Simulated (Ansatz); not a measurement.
SnGe2, relaxed as a triplet with UKS r2SCAN-D4/def2-TZVP in Ansatz, starting from the r2SCAN-D4/def2-TZVP geometry of the neutral singlet. Force threshold 0.02 eV/Å.

In the def2 sets Sn takes a core potential; there is no spin–orbit coupling. The relaxation made no stability test and no search for a lower SCF solution. At PBE0-D4/def2-TZVP a singlet of charge 0 lies 0.05 eV below the triplet, each at its own geometry. The structure comes from a short search, and lower isomers may exist.

Start:

```xyz
3

Ge   -1.152    1.189   -0.235
Ge    0.772    0.447    0.753
Sn    0.380   -1.636   -0.517
```

| step | energy (eV) | largest force component (eV/Å) | SCF passes |
| --- | --- | --- | --- |
| 1 | -118868.6947 | 2.173 | 25 |
| 2 | -118869.3120 | 0.791 | 32 |
| 3 | -118869.4112 | 0.877 | 37 |
| 4 | -118869.4543 | 0.128 | 33 |
| 5 | -118869.4559 | 0.010 | 25 |

Force components are those of the run's own axes.

End:

```xyz
3

Ge   -1.0783    0.8815   -0.3308
Ge    0.9249    0.5829    0.9241
Sn    0.1534   -1.4644   -0.5934
```

By distances, no bond broke or formed. The bond that changes most is Ge1–Sn3, from 3.23 to 2.66 Å (atoms count from 1).

No frequencies were taken in this run, so the end may be a saddle point.

Run time 21 s (4 threads of Arm Neoverse V1 on a shared host).
